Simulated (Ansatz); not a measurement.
A barrier at the coupled-cluster level

Start structure (SiH$_{2}$Cl$_{3}$F, singlet), relaxed at PBE0-D4/def2-TZVP:

```
7
angstrom
Si -0.1297 0.1305 -0.8823
Cl 1.3912 -0.9494 -0.0240
Cl -0.0736 -0.1867 -2.8829
Cl 0.1564 2.0923 -0.4830
H -1.4075 -0.3312 -0.3301
H 0.3943 -0.5434 2.0659
F -0.3312 -0.2121 2.5364
```

The step: SiHCl₃ ([Cl][SiH]([Cl])[Cl]) + HF → SiHCl₂F ([F][SiH]([Cl])[Cl]) + HCl; bonds formed: Si1–F7, Cl2–H6; bonds broken: Si1–Cl2, H6–F7. Program: Ansatz 0.2.0. Basis: def2-TZVPP and def2-QZVPP. Cores are frozen in the correlated methods. Extrapolation: Hartree–Fock as exp(−7.88 √X), correlation as X^−2.97. Energies below are by CCSD(T) at an estimated basis limit (MP2 extrapolated from triple and quadruple zeta, plus CCSD(T) − MP2 in triple zeta).

(1) What are the electronic barrier and the energy of the step, from the start structure to the end structure? (Judge from chemistry; the value comes from the calculation.)

T1 diagnostic: at most 0.011.

Results:

(1) By the calculation: Barrier 1.445 eV; step energy -0.464 eV (downhill); reverse barrier, their difference, 1.909 eV. Barrier and step energy count from the start structure, the reverse barrier from the end structure.

The saddle point: One imaginary mode of 573i cm⁻¹.
```json
{"pair": "Si1–F7", "start (Å)": "3.44", "saddle (Å)": "1.85", "end (Å)": "1.59"}
{"pair": "Cl2–H6", "start (Å)": "2.35", "saddle (Å)": "1.54", "end (Å)": "1.28"}
{"pair": "Si1–Cl2", "start (Å)": "2.05", "saddle (Å)": "2.40", "end (Å)": "4.18"}
{"pair": "H6–F7", "start (Å)": "0.93", "saddle (Å)": "1.14", "end (Å)": "2.18"}
```

Zero-point energy (harmonic, PBE0-D4): ZPE is 0.685 eV at the start and 0.615 eV at the saddle, so the barrier goes from 1.445 to 1.375 eV.

Labels in which every atom is bracketed show which atoms are joined, not bond orders.

For scale, one of the runs: CCSD(T)/def2-TZVPP, 227 basis functions, launched by `ansatz run in.yaml --threads 4 --pin off --events-out ev --progress --plain --max-ram 9574MiB`. Hardware: 4 CPU threads of an Intel Xeon Platinum 8259CL, shared host. Wall time 75 s; peak host memory 3.5 GiB.
